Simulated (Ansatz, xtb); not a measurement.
# Two isomers of C4H12AlNO

Structure a: `CC[NH][Al]([CH3])[O]C`, a singlet. Structure b: `C[NH][AlH][O]C(C)C`, a singlet. Both are isolated molecules in the gas phase, relaxed with B3LYP-D3(BJ)/def2-SVP; each stands in its lowest conformer found.

**Question.** Estimate E(b) − E(a) at the level CCSD(T)/def2-SVP + ΔMP2/def2-TZVPP.

**Answer.** Calculated at CCSD(T)/def2-SVP + ΔMP2/def2-TZVPP: E(b) − E(a) = +0.242 eV, so structure a lies lower.

How the difference moves with the method:

```tsv
level	geometry	E(b) − E(a) (eV)	departure from the last row (eV)	job, with rough time for the two
B3LYP-D3(BJ)/def2-SVP	B3LYP-D3(BJ)/def2-SVP	+0.174	−0.067	optimisation, 3.7 min
HF/def2-SVP	B3LYP-D3(BJ)/def2-SVP	+0.160	−0.082	part of the CCSD(T) run
MP2/def2-SVP	B3LYP-D3(BJ)/def2-SVP	+0.130	−0.112	part of the CCSD(T) run
CCSD(T)/def2-SVP	B3LYP-D3(BJ)/def2-SVP	+0.109	−0.133	single point
CCSD(T)/def2-SVP + ΔMP2/def2-TZVPP	B3LYP-D3(BJ)/def2-SVP	+0.242		single point, 2.3 min
```

As drawn, b has 1 C–C, 1 Al–H in place of 1 C–Al, 1 C–H.

None of the levels shown reverses the order. The largest departure from CCSD(T)/def2-SVP + ΔMP2/def2-TZVPP is that of CCSD(T)/def2-SVP, 0.133 eV. A small imaginary or near-zero mode remains, so no thermal terms are given. Levels run at GFN2-xTB geometries aren't shown. The last row adds to CCSD(T) the change of the MP2 difference between the two basis sets, here +0.133 eV, a large step that makes the value less sure.

The correlated steps freeze 11 core orbitals. Programs: Ansatz 0.2.0, xtb 6.7.1; the last row on 4 threads of Arm Neoverse V1 on a shared host.
